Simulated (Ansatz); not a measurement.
`B[O][AlH][NH2]` + HCl → `[NH2][AlH][Cl]` + `BO` at 600 K and 1 bar (ligand exchange at the Al–O bond).

Gas-phase electronic energies from Ansatz, PBE0-D4/def2-TZVP geometries. CBS: MP2 limit from def2 TZ/QZ plus the TZ coupled-cluster correction, frozen cores. This one scheme is used for every species. One conformer a species, not always the lowest.

| species | CCSD(T)/CBS energy (Eh) | H − E (kJ/mol) | S (J/(mol·K)) |
| --- | --- | --- | --- |
| `B[O][AlH][NH2]` | -399.81950 | 209.5 | 421.5 |
| HCl | -460.38127 | 35.4 | 207.2 |
| `[NH2][AlH][Cl]` | -758.40905 | 131.1 | 353.8 |
| `BO` | -101.80414 | 119.7 | 267.1 |

H − E and S are ideal-gas, rigid-rotor, harmonic terms from PBE0-D4/def2-TZVP, for one conformer and one mirror image of each species. 1 Eh = 2625.50 kJ/mol, R = 8.31446 J/(mol·K).

Problem. By hand: ΔE, ΔH, ΔS and ΔG.

Solution. ΔE = (-758.40905) + (-101.80414) − (-399.81950) − (-460.38127) = -0.01242 Eh = -32.6 kJ/mol. Δ(H − E) = 131.1 + 119.7 − 209.5 − 35.4 = 5.9, so ΔH = -26.7 kJ/mol. ΔS = 353.8 + 267.1 − 421.5 − 207.2 = -7.8 J/(mol·K). ΔG = -26.7 − 600 × (-7.8)/1000 = -22.0 kJ/mol.

Problem. By hand: the equilibrium constant, and the temperature at which ΔG would vanish if ΔH and ΔS stayed fixed.

Solution. log₁₀ K = −ΔG/(RT ln 10) = 1.9. ΔG = 0 at ΔH/ΔS = 3423 K, far beyond where these terms or the molecules hold.

The number of gas molecules stays the same, so ΔS is small and ΔH decides. A doubt of 5 kJ/mol in ΔE shifts log₁₀ K by 0.4 here. Other conformers and mirror images would add mixing entropy, several J/(mol·K) or more a flexible species. These are equilibria of isolated gas molecules and say nothing of rates. Largest T1 diagnostic: 0.014 (customary marks: 0.02 for closed shells, 0.045 for open ones).
